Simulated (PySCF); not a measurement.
C5H9NO.
Cartesian coordinates in Å at the GFN2-xTB level; atoms count from 1:
```
atom  x, y, z in Å
C1     2.653    0.467    0.356
N2     2.073   -0.548   -0.478
C3     0.831   -0.726   -0.511
C4    -0.221    0.022    0.256
C5    -1.640   -0.391   -0.116
C6    -2.677    0.233    0.773
O7    -2.456    0.945    1.711
H8     2.400    0.317    1.410
H9     2.307    1.464    0.072
H10    3.734    0.418    0.238
H11    0.485   -1.518   -1.168
H12   -0.091    1.097    0.090
H13   -0.063   -0.144    1.327
H14   -1.759   -1.477   -0.043
H15   -1.870   -0.116   -1.149
H16   -3.715   -0.034    0.487
```

Method: TDDFT CAM-B3LYP/def2-SVPD, vertical, gas phase, core orbitals frozen in the response (PySCF 2.14.0, density-fitted response routines).

Ground-to-excited transition dipoles (e·a0, same axes as the geometry; the sign carries no meaning), for the states with f of 0.002 or more among the lowest 8:

```
state  E (eV)      μx      μy      μz
   S4   6.759  -0.346  -0.125  -0.067
   S5   7.329   0.134   0.121   0.164
   S6   7.466  -0.273  -0.141  -0.125
   S7   7.567   0.944   0.189   0.088
   S8   7.817   0.151  -0.001   0.007
```

(1) What oscillator strength does each state have?

(2) Which bond between heavy atoms lies closest to the direction of the S7 transition dipole?

(3) What angle do the transition dipoles of S4 and S7 make?

(4) How is the summed strength of these states shared among x, y and z?

(5) What peak molar absorption coefficient would the strongest computed level give as a lone Gaussian band 0.4 eV wide at half height?

Results:

(1) f = (2/3) ΔE |μ|² with ΔE in hartree (27.2114 eV).

```json
{"state": "S4", "|μ|² (au)": "0.140", "|μ| (D)": "0.95", "f": "0.023"}
{"state": "S5", "|μ|² (au)": "0.059", "|μ| (D)": "0.62", "f": "0.011"}
{"state": "S6", "|μ|² (au)": "0.110", "|μ| (D)": "0.84", "f": "0.020"}
{"state": "S7", "|μ|² (au)": "0.934", "|μ| (D)": "2.46", "f": "0.173"}
{"state": "S8", "|μ|² (au)": "0.023", "|μ| (D)": "0.38", "f": "0.004"}
```

(2) N2–C3, at 5° from it; next C4–C5 at 10°.

(3) |cos θ| = |μa·μb| / (|μa| |μb|) = 0.99, so θ ≈ 10° (taken between 0 and 90°, since the signs are arbitrary).

(4) (2/3) Σ ΔE μα² gives 0.206 for x, 0.016 for y and 0.010 for z, 0.232 in all.

(5) ε(max) = 2.175×10⁸ f / FWHM, with the width in cm⁻¹. S7: 2.175×10⁸ × 0.1732 / 3226 ≈ 12000 L mol⁻¹ cm⁻¹.

One conformer stands for the species.
